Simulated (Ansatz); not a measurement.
`[SiH3][SiH2][SiH2][GeH3]` → `[GeH3]`• + `[SiH2][SiH2][SiH3]`• at 700 K and 1 bar (homolysis of the Ge–Si bond).

Computed with Ansatz on PBE0-D4/def2-TZVP structures; ΔE is electronic, products minus reactants. CCSD(T)/CBS adds triple-zeta CCSD(T) − MP2 to the extrapolated MP2 energy (def2 sets, frozen cores). No spin–orbit coupling; open shells (•) take unrestricted orbitals. For Ge outer-core shells are correlated without core-valence functions, which leaves a few kJ/mol of doubt a bond. Scalar relativity is left out up to krypton. One conformer a species, not always the lowest.

```json
{"species": "`[SiH3][SiH2][SiH2][GeH3]`", "CCSD(T)/CBS energy (Eh)": "-2949.34842", "H − E (kJ/mol)": "328.4", "S (J/(mol·K))": "601.1"}
{"species": "`[GeH3]`•", "CCSD(T)/CBS energy (Eh)": "-2077.84911", "H − E (kJ/mol)": "83.9", "S (J/(mol·K))": "272.4"}
{"species": "`[SiH2][SiH2][SiH3]`•", "CCSD(T)/CBS energy (Eh)": "-871.37663", "H − E (kJ/mol)": "229.9", "S (J/(mol·K))": "479.4"}
```

H − E and S are ideal-gas, rigid-rotor, harmonic terms from PBE0-D4/def2-TZVP, for one conformer and one mirror image of each species, with the whole ground term of open shells counted as degenerate. 1 Eh = 2625.50 kJ/mol, R = 8.31446 J/(mol·K).

By hand: ΔE, ΔH, ΔS and ΔG.

ΔE = (-2077.84911) + (-871.37663) − (-2949.34842) = 0.12268 Eh = 322.1 kJ/mol. Δ(H − E) = 83.9 + 229.9 − 328.4 = -14.6, so ΔH = 307.5 kJ/mol. ΔS = 272.4 + 479.4 − 601.1 = 150.7 J/(mol·K). ΔG = 307.5 − 700 × (150.7)/1000 = 202.0 kJ/mol.

By hand: the equilibrium constant, and the temperature at which ΔG would vanish if ΔH and ΔS stayed fixed.

log₁₀ K = −ΔG/(RT ln 10) = -15.1. ΔG = 0 at ΔH/ΔS = 2040 K.

The number of gas molecules changes by +1, which sets the sign of ΔS. A doubt of 5 kJ/mol in ΔE shifts log₁₀ K by 0.4 here. Other conformers and mirror images would add mixing entropy, several J/(mol·K) or more a flexible species. Modes under 60 cm⁻¹, often nearly free rotors, make the harmonic entropy too high. These are equilibria of isolated gas molecules and say nothing of rates. Largest T1 diagnostic: 0.015 (customary marks: 0.02 for closed shells, 0.045 for open ones).
